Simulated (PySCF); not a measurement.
**How methods differ on the ionisation energy of Sn²⁺**

Sn²⁺ [Kr] 4d10 5s2 (1S) → Sn³⁺ [Kr] 4d10 5s1 (2S), as a difference of total energies. Calculation: PySCF 2.14, in def2-QZVPPD with the def2 core potential (28 electrons) (8s6p5d4f1g, 88 functions); scalar relativity through the core potential. Correlated levels: valence and next inner shell: nothing frozen outside the core potential. The calculations carry no spin-orbit coupling.

```tsv
method	ionisation energy (eV)	error (eV)
UHF	28.535	-1.971
MP2 (valence and next inner shell)	30.551	+0.045
SCS-MP2 (valence and next inner shell)	30.467	-0.039
CCSD (valence and next inner shell)	30.257	-0.249
CCSD(T) (valence and next inner shell)	30.372	-0.134
```

Reference: 30.506 eV (measured; NIST Atomic Spectra Database, ionization energies).

Errors of the correlated levels include the incompleteness of this basis.
